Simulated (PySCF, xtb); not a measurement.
Positional isomers: propene formyl. Isolated molecules, 0 K electronic values unless said otherwise. One relaxed conformer stands for each flexible species; it need not be the lowest. Strings in code marks are SMILES.

Quantity: electronic energy of isomers of C4H6O relative to `C=C(C)C=O` (C–C–C–O torsion 180°), in eV.

Level 1: PBE-D3(BJ)/def2-TZVP // B3LYP-D3(BJ)/def2-TZVP (PySCF)
Level 2: BP86/6-31G* // B3LYP-D3(BJ)/def2-TZVP (PySCF)
Level 3: HF/3-21G // B3LYP-D3(BJ)/def2-TZVP (PySCF)
Level 4: GFN2-xTB (xtb)

```csv
species,level 1,level 2,level 3,level 4
"`C=CCC=O` (C–C–C–C torsion -120°, C–C–C–O torsion 131°)",0.362,0.410,___,0.219
`C/C=C\C=O` (C–C–C–O torsion 1°),0.131,0.098,0.070,___
`C/C=C/C=O` (C–C–C–O torsion 0°),0.073,0.037,___,-0.044
```

Task: Complete the blanks.

Result: 
- `C=CCC=O` (C–C–C–C torsion -120°, C–C–C–O torsion 131°), level 3: 0.334
- `C/C=C\C=O` (C–C–C–O torsion 1°), level 4: 0.011
- `C/C=C/C=O` (C–C–C–O torsion 0°), level 3: 0.013
